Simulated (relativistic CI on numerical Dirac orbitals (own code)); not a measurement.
Ar: calculation against measurement

Method of calculation: Dirac-Coulomb-Breit CI, KLI orbitals optimised for each configuration, model QED (radiative potential, 1s self-energy scaled to tabulated hydrogen-like ionisation energies), valence Slater integrals scaled by 0.85, P86 correlation energy added to each configuration (own radial code, finite nucleus).

Configurations in the expansion (outside the closed core [Ne]): 3s2 3p6, 3s2 3p5 4s, 3s2 3p5 4p, 3s2 3p5 3d, 3s2 3p5 5s, 3s2 3p5 5p, 3s2 3p5 4d, 3s2 3p5 4f, 3s2 3p5 5d, 3s2 3p5 5f, 3s2 3p5 5g, 3s 3p6 3d. Double excitations out of closed p, d and f shells are left out; levels of such configurations are missing from the list, as are those of other unlisted configurations, and high levels can miss mixing partners.

```
Configuration  Term (tabulated)  J  Measured (cm⁻¹)  Computed  Error  Purity (%)
      3s2 3p6                1S  0              0.0         0      0         100
   3s2 3p5 4s           2[3/2]°  2          93143.8     92989   -154         100
   3s2 3p5 4s           2[3/2]°  1          93750.6     93595   -156          78
   3s2 3p5 4s           2[1/2]°  0          94553.7     94428   -126         100
   3s2 3p5 4s           2[1/2]°  1          95399.8     95234   -166          78
   3s2 3p5 4p            2[1/2]  1         104102.1    103306   -797          94
   3s2 3p5 4p            2[5/2]  3         105462.8    104319  -1144         100
   3s2 3p5 4p            2[5/2]  2         105617.3    104477  -1140          62
   3s2 3p5 4p            2[3/2]  1         106087.3    104911  -1176          46
   3s2 3p5 4p            2[3/2]  2         106237.6    105028  -1210          61
   3s2 3p5 4p            2[1/2]  0         107054.3    105873  -1182          87
   3s2 3p5 4p            2[3/2]  1         107131.7    105979  -1153          54
   3s2 3p5 4p            2[3/2]  2         107289.7    106119  -1171          37
   3s2 3p5 4p            2[1/2]  1         107496.4    106300  -1196          64
   3s2 3p5 4p            2[1/2]  0         108722.6    107846   -877          84
   3s2 3p5 3d           2[1/2]°  0         111667.8    111729     61          97
   3s2 3p5 3d           2[1/2]°  1         111818.0    111855     37          92
   3s2 3p5 3d           2[3/2]°  2         112138.9    112097    -42          76
   3s2 3p5 3d           2[7/2]°  4         112750.2    112276   -474         100
   3s2 3p5 3d           2[7/2]°  3         113020.4    112504   -516          73
   3s2 3p5 3d           2[5/2]°  2         113426.0    112820   -606          51
   3s2 3p5 5s           2[3/2]°  2         113468.5    112794   -675          90
   3s2 3p5 5s           2[3/2]°  1         113643.3    113022   -622          52
   3s2 3p5 3d           2[5/2]°  3         113716.6    112990   -726          57
   3s2 3p5 3d           2[3/2]°  1         114147.7    113424   -724          60
   3s2 3p5 3d           2[5/2]°  2         114641.0    114011   -630          49
   3s2 3p5 3d           2[3/2]°  2         114805.1    114124   -681          49
   3s2 3p5 3d           2[5/2]°  3         114821.9    114163   -659          38
   3s2 3p5 5s           2[1/2]°  0         114861.6    114200   -662          99
   3s2 3p5 5s           2[1/2]°  1         114975.0    114370   -605          51
   3s2 3p5 3d           2[3/2]°  1         115366.9    114670   -696          50
```

Measured levels from NIST Handbook of Basic Atomic Spectroscopic Data (Sansonetti and Martin, J. Phys. Chem. Ref. Data 34, 1559 (2005)); pairs were made by configuration, J and term (by order where the table uses no LS term), so strongly mixed levels may be paired wrongly.

Mean error by configuration (cm⁻¹): 3s2 3p5 4s -151; 3s2 3p5 4p -1105; 3s2 3p5 3d -472; 3s2 3p5 5s -641. Over the excited levels the mean absolute error is 669 cm⁻¹ (30 of the 30 excited levels that our extract of the source holds in range could be paired), and the median relative error of those above 1,000 cm⁻¹ is 0.58 %.

Transition probabilities of persistent lines. The last column rescales the computed rate by the cube of measured over computed energy:

```tsv
λ measured (Å)	Lower	Upper	A tabulated (s⁻¹)	A computed	A rescaled
866.80 vacuum	3s2 3p6 1S_0	3s2 3p5 3d 2[3/2]°_1	3.14e+08	2.71e+08	2.76e+08
869.75 vacuum	3s2 3p6 1S_0	3s2 3p5 5s 2[1/2]°_1	3.50e+07	9.66e+07	9.82e+07
876.06 vacuum	3s2 3p6 1S_0	3s2 3p5 3d 2[3/2]°_1	2.69e+08	2.01e+08	2.05e+08
879.95 vacuum	3s2 3p6 1S_0	3s2 3p5 5s 2[3/2]°_1	7.70e+07	1.52e+08	1.54e+08
1048.22 vacuum	3s2 3p6 1S_0	3s2 3p5 4s 2[1/2]°_1	5.32e+08	5.20e+08	5.23e+08
1066.66 vacuum	3s2 3p6 1S_0	3s2 3p5 4s 2[3/2]°_1	1.32e+08	1.41e+08	1.41e+08
6965.43 air	3s2 3p5 4s 2[3/2]°_2	3s2 3p5 4p 2[1/2]_1	6.70e+06	4.81e+06	6.02e+06
7067.22 air	3s2 3p5 4s 2[3/2]°_2	3s2 3p5 4p 2[3/2]_2	3.95e+06	2.52e+06	3.15e+06
7503.87 air	3s2 3p5 4s 2[1/2]°_1	3s2 3p5 4p 2[1/2]_0	4.72e+07	4.73e+07	5.57e+07
7635.11 air	3s2 3p5 4s 2[3/2]°_2	3s2 3p5 4p 2[3/2]_2	2.74e+07	2.42e+07	3.12e+07
7948.18 air	3s2 3p5 4s 2[1/2]°_0	3s2 3p5 4p 2[3/2]_1	1.96e+07	1.95e+07	2.52e+07
8006.16 air	3s2 3p5 4s 2[3/2]°_1	3s2 3p5 4p 2[3/2]_2	4.90e+06	4.78e+06	6.23e+06
8014.79 air	3s2 3p5 4s 2[3/2]°_2	3s2 3p5 4p 2[5/2]_2	9.28e+06	8.93e+06	1.14e+07
8103.69 air	3s2 3p5 4s 2[3/2]°_1	3s2 3p5 4p 2[3/2]_1	2.50e+07	2.38e+07	3.08e+07
8115.31 air	3s2 3p5 4s 2[3/2]°_2	3s2 3p5 4p 2[5/2]_3	3.31e+07	3.29e+07	4.22e+07
9122.97 air	3s2 3p5 4s 2[3/2]°_2	3s2 3p5 4p 2[1/2]_1	1.89e+07	2.01e+07	2.41e+07
9657.79 air	3s2 3p5 4s 2[3/2]°_1	3s2 3p5 4p 2[1/2]_1	5.43e+06	5.39e+06	6.52e+06
```
